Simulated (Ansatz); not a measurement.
`O[Si](O)(F)[SiH2]F` → `O[SiH](O)[SiH](F)F`  (isomerisation)

Computed with Ansatz on PBE0-D4/def2-TZVP structures; ΔE is electronic, products minus reactants. CCSD(T)/CBS is the MP2 limit (def2-TZVPP, def2-QZVPP) plus CCSD(T) − MP2 in def2-TZVPP, frozen cores. Functionals use def2-TZVPP. B3LYP here is the variant with VWN-RPA as its local correlation; programs differ in this. Each species was taken in one conformer, which may not be the lowest.

```json
{"level": "PBE0-D4", "ΔE (kcal/mol)": "4.9", "difference from CCSD(T)/CBS": "0.2"}
{"level": "ωB97X-V", "ΔE (kcal/mol)": "4.8", "difference from CCSD(T)/CBS": "0.1"}
{"level": "ωB97M-V", "ΔE (kcal/mol)": "4.9", "difference from CCSD(T)/CBS": "0.2"}
{"level": "B2PLYP", "ΔE (kcal/mol)": "4.5", "difference from CCSD(T)/CBS": "-0.2"}
{"level": "PBE0", "ΔE (kcal/mol)": "4.8", "difference from CCSD(T)/CBS": "0.1"}
{"level": "B3LYP", "ΔE (kcal/mol)": "4.5", "difference from CCSD(T)/CBS": "-0.2"}
{"level": "HF/def2-TZVPP", "ΔE (kcal/mol)": "4.8", "difference from CCSD(T)/CBS": "0.1"}
{"level": "MP2/def2-TZVPP", "ΔE (kcal/mol)": "4.6", "difference from CCSD(T)/CBS": "-0.1"}
{"level": "SCS-MP2/def2-TZVPP", "ΔE (kcal/mol)": "4.4", "difference from CCSD(T)/CBS": "-0.3"}
{"level": "CCSD/def2-TZVPP", "ΔE (kcal/mol)": "4.8", "difference from CCSD(T)/CBS": "0.1"}
{"level": "CCSD(T)/def2-TZVPP", "ΔE (kcal/mol)": "4.8", "difference from CCSD(T)/CBS": "0.1"}
{"level": "HF/def2-QZVPP", "ΔE (kcal/mol)": "4.7", "difference from CCSD(T)/CBS": "0.0"}
{"level": "MP2/def2-QZVPP", "ΔE (kcal/mol)": "4.5", "difference from CCSD(T)/CBS": "-0.2"}
{"level": "SCS-MP2/def2-QZVPP", "ΔE (kcal/mol)": "4.3", "difference from CCSD(T)/CBS": "-0.4"}
{"level": "HF/CBS(def2)", "ΔE (kcal/mol)": "4.7", "difference from CCSD(T)/CBS": "0.0"}
{"level": "CCSD/CBS(def2)", "ΔE (kcal/mol)": "4.7", "difference from CCSD(T)/CBS": "0.0"}
{"level": "CCSD(T)/CBS", "ΔE (kcal/mol)": "4.7", "difference from CCSD(T)/CBS": "0"}
```

Largest T1 diagnostic among the species: 0.012.
